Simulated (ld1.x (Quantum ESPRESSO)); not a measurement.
# Pd, TM: configuration errors across variants

```json
{
  "Element": "Pd",
  "Generator": "ld1.x (Quantum ESPRESSO) 7.5",
  "Type": "norm-conserving Troullier–Martins (Kleinman–Bylander form)",
  "Functional": "LDA (PZ)",
  "Relativity": "scalar-relativistic",
  "Frozen core": "[Kr]",
  "Valence charge": "10",
  "Reference configuration": "4d10 5s0 5p0",
  "Partial waves": "5s (bound, empty): rc 2.15 bohr; 5p (bound, empty): rc 3.35 bohr; 4d (bound): rc 1.50 bohr",
  "Local potential": "the d channel",
  "Core correction": "none"
}
```

All-electron excitation energies from the reference (eV): (1) 4d9 5s0 5p0 9.389; (2) 4d8 5s0 5p0 30.470; (3) 4d7 5s0 5p0 65.065; (4) 4d9 5s1 5p0 1.436; (5) 4d6 5s0 5p0 114.618; (6) 4d9.5 5s0 5p0 3.370; (7) 4d9 5s0 5p1 5.318; (8) 4d9 5s0 5p0 spin 9.244; (9) 4d8 5s0 5p0 spin 29.835.

Spin tests fill each open shell by Hund’s rule, majority spin first.

Tests that are not counted but printed errors over 1 eV. “all radii scaled by about 1.30 (s 2.80, p 4.36, d 1.94 bohr)”: 4d9 5s0 5p1 (solver errors, printed error -548 eV). “core correction a·sin(br)/r model core inside 1.04 bohr”: 4d9 5s0 5p1 (solver errors, printed error -2.2 eV).

4 further variants failed, have other tests or another functional or relativity, and are left out.

A true bound ghost makes a file unfit for plane-wave use even where its test errors are small: the radial tests pick states by their node count and pass the ghost by. Where a test does run into it, the solver fails or the error is huge.

Errors AE − PS in meV (a dash: test not solved or not reliable):

| change | (1) | (2) | (3) | (4) | (5) | (6) | (7) | (8) | (9) | bound ghosts |
| --- | --- | --- | --- | --- | --- | --- | --- | --- | --- | --- |
| base | -3.9 | -55 | -238 | -30 | -649 | -0.1 | -21 | +97 | +421 | s, p |
| local potential the s channel | -53 | -331 | -987 | -78 | -2090 | -9.6 | -71 | +45 | +129 | none |
| all radii scaled by about 1.30 (s 2.80, p 4.36, d 1.94 bohr) | -9.4 | -82 | -297 | -27 | -719 | -1.3 | – | +90 | +386 | s, p |
| wave 5s (bound): rc 2.15 bohr becomes 5s (bound): rc 2.98 bohr | -3.9 | -55 | -238 | -15 | -649 | -0.1 | -21 | +97 | +421 | s, p |
| core correction a·sin(br)/r model core inside 1.04 bohr | -18 | -144 | -524 | -39 | -1335 | -2.7 | – | -10 | -108 | s, p |
| wave 4d (bound): rc 1.50 bohr becomes 4d (bound): rc 1.26 bohr | -3.2 | -52 | -231 | -29 | -637 | +0.1 | -20 | +98 | +423 | s, p |
| local potential the p channel | -96 | -535 | -1455 | -101 | -2857 | -19 | -110 | +0.2 | -84 | none |

Question: Give the same row for: wave 5p (bound): rc 3.35 bohr becomes 5p (bound): rc 4.40 bohr.

Answer: -3.9, -55, -238, -30, -649, -0.1, -5.8, +97, +421; bound ghosts: s, p.
